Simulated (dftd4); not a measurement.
hydrogen telluride (H2Te), singlet, at a GFN2-xTB geometry; D4 for bp86 (dftd4).

Input for dftd4:
```
$ dftd4 mol.xyz --func bp86 --charge 0 --json dftd4.json --noedisp --property

# file mol.xyz
3

Te    -0.00025927     0.04373338     0.00203842
H     -1.13139252    -1.14269398    -0.07705391
H      1.14487465    -1.13144164    -0.02894369
```

The log (banner, timings and long lists left out):

```
                    ____  _____ _____     ____  _  _
      -------------|  _ \|  ___|_   _|---|  _ \| || |------------
     |             | | | | |_    | | ___ | | | | || |_           |
     |             | |_| |  _|   | ||___|| |_| |__   _|          |
     |             |____/|_|     |_|     |____/   |_|            |
     |             ===================================           |
     |            E. Caldeweyher, S. Ehlert & S. Grimme          |
     |          Mulliken Center for Theoretical Chemistry        |
     |                    University of Bonn                     |
      -----------------------------------------------------------

Rational (Becke-Johnson) damping: bp86-D4-ATM
---------------------
  s6         1.0000
  s8         3.3550
  s9         1.0000
  a1         0.4365
  a2         4.9241
 alp        16.0000
--------------------

Atomic data, radii in Ångström:
------------------------------------------------------
   Z          R(cov)      r4/r2   hardness         EN
------------------------------------------------------
  52 Te       1.6400     3.0782     0.3798     2.1000
   1 H        0.4267     1.0622     0.4726     2.2000
------------------------------------------------------

Atomic reference systems (in atomic units):
----------------------------------------------------------------------------
   Z        #      CN     q+Z       C6(AA)   #      CN     q+Z       C6(AA)
----------------------------------------------------------------------------
  52 Te     1  0.0000 24.0000     428.3930   2  0.9490 23.9088     443.6319
            3  1.8995 23.9032     439.1775
   1 H      1  0.0000  1.0000       7.6362   2  0.8942  1.0000       3.0374
----------------------------------------------------------------------------

Atomic properties (in atomic units):
----------------------------------------------------------------------------
     #    Z              CN          q      C6(AA)        C8(AA)   alpha(0)
----------------------------------------------------------------------------
     1   52 Te       1.9045    -0.0968    439.1980    44582.0285    38.6189
     2    1 H        0.9522     0.0484      2.3361       28.2390     2.3891
     3    1 H        0.9522     0.0484      2.3361       28.2390     2.3891
----------------------------------------------------------------------------

Molecular properties (in atomic units):
----------------------------------------
 molecular C6                 575.4627
 molecular C8               49140.9390
----------------------------------------

Dispersion energy:      -1.1520904835380E-03 Eh

[Info] JSON dump of results written to 'dftd4.json'
```
